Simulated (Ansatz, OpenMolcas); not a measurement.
**How methods differ on C3H10OSi (trimethylsilanol)**

C3H10OSi has 15 atoms, charge 0, and is taken as a singlet. SMILES: `C[Si](C)(C)O`. The coordinates come from a PBE0-D4/def2-TZVP relaxation. This is one conformer, not always the lowest.

Quantity: the vertical energy of the triplet above the singlet, in eV. The values are calculated.

```json
{"level": "HF/6-31G* (spherical functions)", "kind": "Hartree–Fock", "program": "Ansatz", "value (eV)": "7.53", "less CCSD(T)/6-31G*": "-0.58", "CPU time (all runs)": "17 s"}
{"level": "revPBE/6-31G* (spherical functions)", "kind": "GGA", "program": "Ansatz", "value (eV)": "7.05", "less CCSD(T)/6-31G*": "-1.06", "CPU time (all runs)": "50 s"}
{"level": "TPSS/6-31G* (spherical functions)", "kind": "meta-GGA", "program": "OpenMolcas", "value (eV)": "7.18", "less CCSD(T)/6-31G*": "-0.93", "CPU time (all runs)": "5.9 min"}
{"level": "M06-2X/6-31G* (spherical functions)", "kind": "hybrid meta-GGA", "program": "OpenMolcas", "value (eV)": "7.92", "less CCSD(T)/6-31G*": "-0.19", "CPU time (all runs)": "5.3 min"}
{"level": "PBE0/6-31G* (spherical functions)", "kind": "global hybrid", "program": "Ansatz", "value (eV)": "7.55", "less CCSD(T)/6-31G*": "-0.56", "CPU time (all runs)": "46 s"}
{"level": "wB97X/6-31G* (spherical functions)", "kind": "range-separated hybrid", "program": "Ansatz", "value (eV)": "8.18", "less CCSD(T)/6-31G*": "+0.07", "CPU time (all runs)": "3.6 min"}
{"level": "PBE-QIDH/6-31G* (spherical functions)", "kind": "double hybrid", "program": "Ansatz", "value (eV)": "8.13", "less CCSD(T)/6-31G*": "+0.02", "CPU time (all runs)": "59 s"}
{"level": "RPA@PBE0/6-31G* (spherical functions)", "kind": "RPA", "program": "Ansatz", "value (eV)": "7.90", "less CCSD(T)/6-31G*": "-0.21", "CPU time (all runs)": "82 s"}
{"level": "CCSD(T)/6-31G* (spherical functions)", "kind": "coupled cluster or CI", "program": "Ansatz", "value (eV)": "8.11", "less CCSD(T)/6-31G*": "0.00", "CPU time (all runs)": "4.9 min"}
```

CCSD(T)/6-31G* (spherical functions) is the highest level here, not the true value. The values span 7.05 to 8.18 eV. A triplet this far above the singlet is often a Rydberg-like or dissociative state; sets without diffuse functions put Rydberg states too high. CPU times are rough (shared hosts, several kinds of processor and program).
